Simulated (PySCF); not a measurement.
## Static response to an electric field

Compound: C7H6F2S.
Cartesian coordinates in Å at the PBE0-D3(BJ)/def2-SVP level; atoms count from 1:
```xyz
16
C7H6F2S angstrom
F     -2.0257   -2.0372    0.9474
C     -1.9208   -0.8768    0.2713
F     -2.4047   -1.0984   -0.9851
C     -0.4978   -0.4009    0.2147
C      0.5334   -1.2158    0.6824
C      1.8508   -0.7660    0.6847
C      2.1419    0.5119    0.2126
C      1.1250    1.3269   -0.2771
C     -0.1994    0.8787   -0.2858
S     -1.4443    2.0070   -0.8585
H     -2.5790   -0.1288    0.7483
H      0.2849   -2.2070    1.0649
H      2.6480   -1.4121    1.0583
H      3.1716    0.8769    0.2117
H      1.3532    2.3188   -0.6734
H     -2.1860    1.1024   -1.5321
```

Level: CAM-B3LYP/def2-SVPD (PySCF), static field, nuclei fixed, core orbitals frozen in the response. The polarisability tensor in these axes (au):

```
x   123.52  -4.98  11.49
y    -4.98 108.03 -18.39
z    11.49 -18.39  75.38
```

**Question.** Give the principal values, the mean and the anisotropy Δα = √{½[(α1 − α2)² + (α2 − α3)² + (α1 − α3)²]}.

**Answer.** Principal values 65.84, 110.47 and 130.62 au; mean 102.31 au = 15.16 Å³ = 16.87 × 10⁻⁴⁰ C²·m²/J; Δα = 57.42 au (56 % of the mean).

**Question.** What is the dipole moment, and where does it point?

**Answer.** (1.70, 0.63, 0.63) D, 1.92 D in size, pointing from the negative to the positive side. Measured along this direction, the outermost atoms are F3 at the negative end and H14 at the positive end.

**Question.** In a dilute gas of rigid molecules at 400 K, how does the orientational term μ²/3kT compare with the electronic polarisability?

**Answer.** In Gaussian units μ²/3kT = 22.17 Å³ against 15.16 Å³, a ratio of 1.46; the Debye molar polarisation (4π/3)N_A(α + μ²/3kT) is 94.2 cm³/mol, leaving out the vibrational part.

**Question.** Traceless (Buckingham) quadrupole moment about the centre of nuclear charge: eigenvalues?

**Answer.** -6.33, -2.93, 9.26 D·Å. The values depend on the origin, since the dipole doesn't vanish. The electronic extent ⟨r²⟩ about the same centre is 1629 bohr², a root-mean-square distance of 2.36 Å for the 82 electrons.

**Question.** Find the Langevin capture rate constant for NH4+ (18.034 u) meeting this molecule (160.016 u), k = 2.342 × 10⁻⁹ cm³/s × √(α in Å³ / reduced mass in u).

**Answer.** The reduced mass is 16.21 u, so k = 2.27 × 10⁻⁹ cm³/s. The formula leaves out the permanent dipole, which adds to the capture rate.

**Question.** Sum over states: ᾱ = Σ f/ω², ω in Eh. What share falls to these 6 lowest TDDFT singlets (eV, f)? 5.00, 0.0455; 5.39, 0.0880; 5.93, 0.0153; 6.28, 0.1142; 6.36, 0.1601; 6.51, 0.1253.

**Answer.** They add up to 11.17 au, 10.9 % of the 102.31 au; the largest single term is 2.93 au, from the state at 6.36 eV. Terms in order: 1.35, 2.24, 0.32, 2.14, 2.93, 2.19 au. Higher excitations give the rest. The strengths listed sum to 0.548.

One conformer (not necessarily the lowest) at the PBE0-D3(BJ)/def2-SVP geometry, without solvent, vibrations or thermal averaging.
